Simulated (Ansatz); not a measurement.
```yaml
crystal:
  periodic: [true, true, true]
  atoms:
    - {symbol: C, position_ang: [-0.734187, -1.751509, -0.091425]}
    - {symbol: Si, position_ang: [0.356282, -0.225655, -0.166919]}
    - {symbol: C, position_ang: [2.156359, -0.755807, -0.130844]}
    - {symbol: C, position_ang: [0.021340, 0.701664, -1.763943]}
    - {symbol: C, position_ang: [-0.044126, 0.886155, 1.282187]}
    - {symbol: Al, position_ang: [-1.878311, 1.530016, 1.407600]}
    - {symbol: H, position_ang: [-0.581289, -2.301786, 0.841480]}
    - {symbol: H, position_ang: [-0.513701, -2.434029, -0.916687]}
    - {symbol: H, position_ang: [-1.793095, -1.485277, -0.157258]}
    - {symbol: H, position_ang: [2.396236, -1.405516, -0.977366]}
    - {symbol: H, position_ang: [2.822048, 0.110519, -0.175363]}
    - {symbol: H, position_ang: [2.386130, -1.304157, 0.786855]}
    - {symbol: H, position_ang: [0.624665, 1.611869, -1.827281]}
    - {symbol: H, position_ang: [-1.031438, 0.987881, -1.842270]}
    - {symbol: H, position_ang: [0.261726, 0.085495, -2.634604]}
    - {symbol: H, position_ang: [0.612608, 1.767676, 1.267866]}
    - {symbol: H, position_ang: [0.189774, 0.371691, 2.224950]}
    - {symbol: H, position_ang: [-2.967967, 1.141478, 0.314318]}
    - {symbol: H, position_ang: [-2.324852, 2.464690, 2.615103]}
basis:
  gaussian: {orbitals: cc-pVTZ, fitting: {mean_field: def2-universal-jkfit}}
total_charge: -1
magnetization: {spin_polarized: true, initial_magnetization: 1}
hamiltonian: {xc: {name: r2SCAN}, dispersion: d3bjatm}
```

```sh
$ ansatz run in.yaml --threads 4 --pin off --events-out ev --progress --plain --max-ram 11315MiB
```

Shortened log:

```
Error: YAML parse error: error: line 2 column 3: crystal: missing field `lattice` (a structure is typed as `lattice` and `atoms`, a molecule's as `atoms` in Å alone, or read from a run's directory, `checkpoint`)
 --> <input>:2:3
1 | crystal:
2 |   periodic: [true, true, true]
3 |   atoms:
4 |     - {symbol: C, position_ang: [-0.734187, -1.751509, -0.091425]}
```

In this input the molecule is marked periodic without a cell. The input was rejected before any iteration.
